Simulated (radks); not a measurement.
Problem. Pr3+, 56 electrons, occupied as [Xe] 4f2 (the NIST ground configuration). Method: Dirac Kohn-Sham, PW91, spin-unpolarised, spherical densities, finite nucleus; open shells fill j = l - 1/2 first; Fermi nuclear charge, rms radius 4.8919 fm; computed with a radial shooting solver on a logarithmic mesh with Libxc functionals. Some entries of the table are withheld. Estimate them.

orbital,occ.,eigenvalue (eV),<r> (bohr)
1s1/2,2,-41808.53,0.02409
2s1/2,2,-6748.782,0.1026
2p1/2,2,-6380.600,0.08604
2p3/2,4,-5898.243,0.09235
3s1/2,2,-1480.503,0.2720
3p1/2,2,-1323.796,0.2617
3p3/2,4,-1228.258,0.2740
3d3/2,4,-954.5362,0.2452
3d5/2,6,-933.9501,0.2491
4s1/2,2,-318.6264,(1)
4p1/2,2,-259.9000,0.6387
4p3/2,4,-239.1981,0.6663
4d3/2,4,-142.6341,(2)
4d5/2,6,-138.9797,(3)
5s1/2,2,-65.5704,1.468
5p1/2,2,(4),(5)
5p3/2,4,(6),(7)
4f5/2,2,-30.0354,(8)
4f7/2,0,-29.6350,(9)
5d3/2,0,-24.1762,2.294
5d5/2,0,-23.8400,2.323
6s1/2,0,-21.1987,3.315

Solution. 
(1) 4s1/2 <r> (bohr): 0.6214
(2) 4d3/2 <r> (bohr): 0.7173
(3) 4d5/2 <r> (bohr): 0.7271
(4) 5p1/2 eigenvalue (eV): -49.2301
(5) 5p1/2 <r> (bohr): 1.629
(6) 5p3/2 eigenvalue (eV): -46.0913
(7) 5p3/2 <r> (bohr): 1.702
(8) 4f5/2 <r> (bohr): 1.009
(9) 4f7/2 <r> (bohr): 1.018
